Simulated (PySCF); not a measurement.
**Structure from NMR data**

An unknown has the formula C7H10O. Its calculated NMR data are:

$^{1}$H NMR (600 MHz, computed): δ 6.09 (s, 1H), 2.27 (m, 2H), 2.17 (m, 2H), 2.07 (s, 3H), 1.89 (m, 2H).

$^{13}$C{$^{1}$H} NMR (computed): δ 200.6 (C), 168.8 (C), 133.6 (CH), 41.3 (CH2), 34.8 (CH2), 28.0 (CH2), 27.8 (CH3).

[PySCF: GFN2-xTB structure; shielding tensors at PBE0/pcSseg-1 (GIAO); non-relativistic Hamiltonian; rapidly exchanging positions averaged; no solvent; one computed conformer]

Scale: $^{1}$H (σ = 31.72 ppm), $^{13}$C (σ = 186.93 ppm) vs TMS (reference shieldings calculated alike).

Which candidate is it?
A. CCCc1ccco1
B. C=C(/C=C\C)C(C)=O
C. CC1=CC(=O)CCC1

Answers

C. 

1. Rings plus π bonds: 3 (1 ring in the answer).
2. 7 carbon signals for 7 carbons: no two carbons are equivalent.
3. Carbon types of the structure: 2 × C, 1 × CH, 3 × CH2, 1 × CH3, which accounts for all hydrogens.
4. δC 200.6: ketone carbonyl carbon; low-lying n→π* states of the double bond to the heteroatom give a large paramagnetic term (-261 ppm).
5. δC 168.8: β carbon of a C=C–C=O unit; conjugation with the carbonyl draws π density from the β position.
6. δC 133.6: α carbon of a C=C–C=O unit; an sp2 carbon of a C=C bond.
7. δC 41.3: sp3 CH2 α to a carbonyl; the adjacent C=O deshields it moderately.
8. δC 28.0: sp3 CH2 in a ring; a saturated carbon with 2 carbon neighbours and no heteroatom attached.

The others: CCCc1ccco1 would give 6 signals for carbon-bound and other non-exchanging H, not 5; C=C(/C=C\C)C(C)=O would give 6 signals for carbon-bound and other non-exchanging H, not 5.

Shifts are as computed. Against solution values, carbons near 30 ppm lie about +3 ppm off and those near 130 ppm about +5 ppm. Of 1211 compounds with measured shifts, 218 miss one by over three times the rms of a fit or turn the order of signals round; such compounds aren't used in these exercises. Multiplicities follow the n + 1 count of equivalent neighbours, as no J values were calculated; m marks all less simple cases, F and P coupling included.
